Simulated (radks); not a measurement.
Task: Ge2+, 30 electrons, occupied as [Ar] 3d10 4s2. Calculated with a radial shooting solver on a logarithmic mesh with Libxc functionals: scalar-relativistic Kohn-Sham, LB94 model potential, spin-polarised, spherical densities, finite nucleus; Fermi nuclear charge, rms radius 4.0742 fm. Some entries of the table are withheld. Estimate them.

| orbital | occ. | eigenvalue (eV) | <r^2> (bohr^2) | <r> (bohr) |
|---|---|---|---|---|
| 1s | 2 | -11071.19 | 0.002959 | 0.04690 |
| 2s | 2 | (1) | 0.05166 | 0.2094 |
| 2p | 6 | -1246.183 | 0.04097 | 0.1829 |
| 3s | 2 | -197.4922 | 0.4523 | 0.6262 |
| 3p | 6 | (2) | 0.4945 | 0.6482 |
| 3d | 10 | -59.0493 | (3) | 0.7238 |
| 4s | 2 | -36.2432 | 4.013 | (4) |
| 4p | 0 | (5) | 5.691 | 2.230 |
| 5s | 0 | (6) | 20.28 | 4.250 |
| 4d | 0 | -14.1323 | 13.14 | 3.391 |
| 4f | 0 | -7.7660 | 34.67 | 5.553 |

Result: 
(1) 2s eigenvalue (eV): -1418.302
(2) 3p eigenvalue (eV): -145.0296
(3) 3d <r^2> (bohr^2): 0.6649
(4) 4s <r> (bohr): 1.878
(5) 4p eigenvalue (eV): -26.1856
(6) 5s eigenvalue (eV): -14.4967
